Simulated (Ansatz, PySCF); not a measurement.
Complex: SiH4 (SMILES [SiH4]) (first 5 atoms) with AsH3 (SMILES [AsH3]); geometry from B3LYP-D3(BJ)/def2-TZVP, rigid monomers moved along the line of their centres of mass till Si1···H9 is 3.02 Å.
(charge 0, multiplicity 1):
| atom | x (Å) | y (Å) | z (Å) |
|---|---|---|---|
| Si | 0.0047 | -0.0823 | 0.1973 |
| H | 0.3140 | -0.6296 | -1.1431 |
| H | -1.4219 | 0.3073 | 0.2561 |
| H | 0.8518 | 1.1025 | 0.4583 |
| H | 0.2739 | -1.1135 | 1.2247 |
| As | 0.1057 | 0.3954 | 3.8471 |
| H | -0.6324 | 0.9859 | 5.0448 |
| H | -0.7293 | -0.8793 | 3.8901 |
| H | -0.8565 | 1.0536 | 2.8636 |

Quantity: the interaction energy.

Counterpoise-corrected where a basis set is named; no monomer relaxation.

Cores are frozen in the correlated methods. Filled d and f shells under p-block atoms count as core. CBS(a, b) extrapolates the correlation energy as X⁻³ and adds the Hartree–Fock energy of set b.

Run with Ansatz (Gaussian orbitals); PySCF for the dispersion terms. Each number belongs to the level named beside it.

Costs are ratios of core time to PBE/def2-TZVPPD (roughly 5 s), for whole runs (searches for the state included, and forces where a run took them) on one shared machine, so rough; each difference counts from -0.6 kJ/mol (CCSD(T)/CBS(def2-SVPD, def2-TZVPPD), a level with limits of its own).

A star marks coupled-cluster runs past 200 virtual orbitals, where the program's memory plan changes under this machine's limit, so their costs aren't comparable with smaller runs.

```json
[
 {"level": "PBE/def2-TZVPPD", "basis functions": "221", "cost": "×1"},
 {"level": "PBE-D3(BJ)/def2-TZVPPD", "basis functions": "221", "cost": "×1"},
 {"level": "PBE0/def2-TZVPPD", "basis functions": "221", "cost": "×1"},
 {"level": "PBE0-D3(BJ)/def2-TZVPPD", "basis functions": "221", "cost": "×1"},
 {"level": "B3LYP/def2-TZVPPD", "basis functions": "221", "cost": "×1"},
 {"level": "B3LYP-D3(BJ)/def2-TZVPPD", "basis functions": "221", "cost": "×1"},
 {"level": "r2SCAN/def2-TZVPPD", "basis functions": "221", "cost": "×2"},
 {"level": "r2SCAN-D3(BJ)/def2-TZVPPD", "basis functions": "221", "cost": "×2"},
 {"level": "CCSD(T)/def2-SVPD", "basis functions": "118", "cost": "×3"},
 {"level": "wB97X-V/def2-TZVPPD", "basis functions": "221", "cost": "×4"},
 {"level": "wB97M-V/def2-TZVPPD", "basis functions": "221", "cost": "×4"},
 {"level": "CCSD(T)/def2-TZVPPD", "basis functions": "221", "cost": "×100*"}
]
```

### Question
Which is the cheapest listed level whose difference stays within 1.0 kJ/mol?

### Answer
r2SCAN-D3(BJ)/def2-TZVPPD (-0.9 kJ/mol, cost ×2).

Each difference (kJ/mol): PBE/def2-TZVPPD 3.2; PBE-D3(BJ)/def2-TZVPPD -2.8; PBE0/def2-TZVPPD 3.1; PBE0-D3(BJ)/def2-TZVPPD -2.8; B3LYP/def2-TZVPPD 8.4; B3LYP-D3(BJ)/def2-TZVPPD -2.6; r2SCAN/def2-TZVPPD 1.2; r2SCAN-D3(BJ)/def2-TZVPPD -0.9; CCSD(T)/def2-SVPD 2.6; wB97X-V/def2-TZVPPD -0.9; wB97M-V/def2-TZVPPD -1.7; CCSD(T)/def2-TZVPPD 0.7.

Ansatz is a first-principles code.
